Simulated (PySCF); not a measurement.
Delta-SCF ions had no search for a lower state. Excitations are Tamm–Dancoff values on a coarser integration grid. The basis has no diffuse functions, so Rydberg states are missing or too high.

Cartesian coordinates (Å):
SMILES: CSC=S
```xyz
8

C     -1.1315    -0.3246    -0.4448
S     -0.0666    -0.5099     1.0178
C      1.3444     0.3721     0.5575
S      2.6673     0.5571     1.4932
H     -0.6575    -0.7659    -1.3298
H     -1.3712     0.7310    -0.6206
H     -2.0565    -0.8707    -0.2231
H      1.2716     0.8108    -0.4503
```
Charge 0, multiplicity 1.

Predict the T1 excitation (TDA), HOMO–LUMO gap, vertical ionisation energy (Delta-SCF), HOMO and brightest of the four lowest singlets (TDA) from PBE-D3(BJ)/def2-TZVP in PySCF.


```json
{
  "T1 excitation (TDA)": "2.09 eV",
  "HOMO–LUMO gap": "2.33 eV",
  "vertical ionisation energy (Delta-SCF)": "8.48 eV",
  "HOMO": "-5.26 eV",
  "brightest of the four lowest singlets (TDA)": "4.57 eV"
}
```
